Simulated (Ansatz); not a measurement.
This geometry of C6H10S (17 atoms, charge 0, multiplicity 1) is a first-order saddle point.

Level of theory: RKS PBE0/6-31G* in Ansatz.

```xyz
17
Properties=species:S:1:pos:R:3
C 2.122 -0.525 1.804
C 1.654 0.654 1.400
S -0.077 0.968 1.114
C -0.315 0.354 -0.546
C 0.737 0.703 -1.555
C -1.442 -0.297 -0.866
C -2.558 -0.704 0.038
H 3.184 -0.668 1.994
H 1.466 -1.379 1.951
H 2.320 1.504 1.272
H 0.475 0.298 -2.538
H 1.713 0.295 -1.268
H 0.852 1.791 -1.645
H -1.566 -0.549 -1.920
H -2.835 -1.751 -0.139
H -3.459 -0.104 -0.146
H -2.289 -0.590 1.092
```

Task: Which two structures does it join? (They come from a converged band through this point; their orientation in space is the band's.)

Result: No bond is made or broken. The dihedral C1–C2–S3–C4 goes from 145 to -16°.

First end point:

```xyz
17
Properties=species:S:1:pos:R:3
C 2.500 0.327 2.136
C 1.570 -0.168 1.320
S -0.042 0.530 1.158
C -0.373 0.258 -0.574
C 0.648 0.791 -1.536
C -1.526 -0.299 -0.970
C -2.621 -0.854 -0.121
H 3.439 -0.198 2.286
H 2.347 1.249 2.689
H 1.734 -1.094 0.770
H 0.360 0.570 -2.569
H 1.638 0.354 -1.356
H 0.758 1.876 -1.425
H -1.694 -0.339 -2.047
H -2.914 -1.849 -0.476
H -3.519 -0.225 -0.174
H -2.323 -0.930 0.928
```

Last end point:

```xyz
17
Properties=species:S:1:pos:R:3
C 1.951 -0.568 1.312
C 1.299 0.502 1.769
S -0.171 1.229 1.124
C -0.275 0.510 -0.507
C 0.733 1.014 -1.499
C -1.253 -0.349 -0.825
C -2.315 -0.912 0.058
H 2.856 -0.908 1.806
H 1.605 -1.131 0.450
H 1.652 1.041 2.646
H 0.644 0.482 -2.452
H 1.754 0.883 -1.123
H 0.592 2.086 -1.684
H -1.285 -0.674 -1.867
H -2.313 -2.009 0.008
H -3.310 -0.586 -0.274
H -2.183 -0.608 1.099
```

Task: How far does it lie above each of them?

Result: 2.6 kcal/mol above the first and 3.0 kcal/mol above the second. This is the barrier of this one path; another mechanism may lie lower.

Run time: 10 min on 2 threads of INTEL(R) XEON(R) PLATINUM 8581C CPU @ 2.30GHz (Emerald Rapids), with other jobs on the host, peak memory 0.44 GiB.
